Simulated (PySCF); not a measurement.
ClPb, charge +1, singlet, at a GFN2-xTB geometry (such geometries of metal compounds can be far from the true shape) (core potentials on Pb). Base run: PySCF with BLYP/def2-SVP.

The PySCF input:
```python
from pyscf import gto, scf, dft

mol = gto.Mole()
mol.atom = '''
    Pb   -0.00000000   -0.00000000   -0.40772011
    Cl    0.00000000    0.00000000    1.96664995
'''
mol.basis = 'def2-svp'
mol.ecp = {'Pb': 'def2-svp'}
mol.charge = 1
mol.verbose = 4
mol.build()

mf = dft.RKS(mol)
mf.xc = 'blyp'
mf.kernel()
mf.analyze()
```

Variants of this job, named by their change:

| change | E (Eh) | HOMO (eV) | HOMO-LUMO gap (eV) | core-seconds (rough) |
|---|---|---|---|---|
| base | -652.69027 | -13.18 | 3.66 | 2 |
| functional = x3lyp | -652.67700 | -14.35 | 5.29 | 2 |
| functional = m06l | -652.84430 | -13.43 | 4.22 | 3 |
| functional = tpss | -652.67743 | -13.44 | 3.96 | 3 |
| functional = tpssh | -652.66659 | -13.91 | 4.71 | 3 |
| functional = mn15 | -652.19931 | -15.22 | 6.79 | 2 |
| functional = bhandhlyp | -652.58949 | -15.64 | 7.48 | 2 |
| functional = wb97m_v | -652.61287 | -16.72 | 9.73 | 40 |
| functional = o3lyp | -652.92593 | -13.80 | 4.67 | 2 |
| functional = wb97x | -652.74102 | -16.85 | 9.91 | 3 |
| functional = m06 | -652.73605 | -14.43 | 5.49 | 2 |
| functional = b97m_v | -652.59329 | -13.60 | 4.13 | 40 |
| functional = pw6b95 | -653.15560 | -14.62 | 5.78 | 2 |

Absolute energies of different levels of theory aren't comparable as measures of quality.
